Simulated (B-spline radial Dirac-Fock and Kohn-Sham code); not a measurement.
# Two-hole binding energies of Xe²²⁺

System: the Xe²²⁺ ion in the configuration [Ar] 3d10 4s2 4p2.

Input of the calculation (task.json; shells as n, l, electrons):

```json
{"items": [{
  "Z": 54,
  "q": 22,
  "cfg": [[1, 0, 2], [2, 0, 2], [2, 1, 6], [3, 0, 2], [3, 1, 6], [3, 2, 10], [4, 0, 2], [4, 1, 2]],
  "A": 132,
  "rrms": 4.7859,
  "do": ["binding", "quiet", "double"]
}]}
```

Run with: `python xray_run.py task.json out`

Calculated with an atomic code on a B-spline grid, using ΔSCF Dirac-Fock with Breit, self-energy and vacuum polarisation, finite nucleus, configuration average. U is the two-hole binding energy less the two single-hole energies, the effective repulsion of the holes after relaxation. Each two-hole energy is an average over J within one jj subconfiguration.

```tsv
holes	E(a) (eV)	E(b) (eV)	E(ab) (eV)	U (eV)
1s⁻¹ 2p1/2⁻¹	35246.9	5779.3	41312.7	286.5
1s⁻¹ 2p3/2⁻¹	35246.9	5457.9	40967.2	262.4
2s⁻¹ 2p1/2⁻¹	6128.2	5779.3	12075.1	167.6
2p1/2⁻²	5779.3	5779.3	11772.0	213.4
2p3/2⁻²	5457.9	5457.9	11108.1	192.3
2s⁻¹ 3p1/2⁻¹	6128.2	1636.9	7855.8	90.7
2p1/2⁻¹ 3s⁻¹	5779.3	1782.2	7650.3	88.8
2s⁻¹ 3d3/2⁻¹	6128.2	1324.2	7547.3	94.9
2p3/2⁻¹ 3p1/2⁻¹	5457.9	1636.9	7187.6	92.8
2p1/2⁻¹ 3d5/2⁻¹	5779.3	1310.9	7186.0	95.8
2p3/2⁻¹ 3d3/2⁻¹	5457.9	1324.2	6878.4	96.4
3p3/2⁻²	1572.7	1572.7	3215.8	70.4
3d3/2⁻¹ 3d5/2⁻¹	1324.2	1310.9	2713.3	78.2
3d5/2⁻²	1310.9	1310.9	?	?
```

Q: Give the missing two-hole energy and U.

A: E(ab) = 2699.1 eV and U = 77.3 eV.
